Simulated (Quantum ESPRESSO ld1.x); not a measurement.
Problem. Pt IV, 75 electrons, occupied as [Xe] 4f14 5d7 (the NIST ground configuration). Calculated with ld1.x of Quantum ESPRESSO 7.5: Dirac Kohn-Sham, revPBE, spin-unpolarised, spherical densities, point nucleus; open shells are shared between the two j in proportion to 2j + 1.

Spin-orbit splittings of the eigenvalues, e(l+1/2) - e(l-1/2), with zeta = 2 splitting/(2l+1) and mean radii in bohr:

shell  occ.  splitting (eV)  zeta (eV)  <r> j=l-1/2  <r> j=l+1/2
2p        6            1729       1153      0.05906      0.06750
3p        6           380.1      253.4       0.1768       0.1923
3d       10           81.92      32.77       0.1676       0.1723
4p        6           90.51      60.34       0.4179       0.4517
4d       10           16.83      6.732       0.4617       0.4729
4f       14           3.456     0.9876       0.5121       0.5193
5p        6           15.17      10.12        1.028        1.121
5d        7           1.645     0.6579        1.461        1.505
5f        0         0.01851   0.005287        4.115        4.129
6p        0           1.962      1.308        2.724        2.936
6d        0               ?          ?        4.060        4.125

Estimate the 6d splitting.

Solution. 0.2255 eV (zeta = 0.09021 eV).
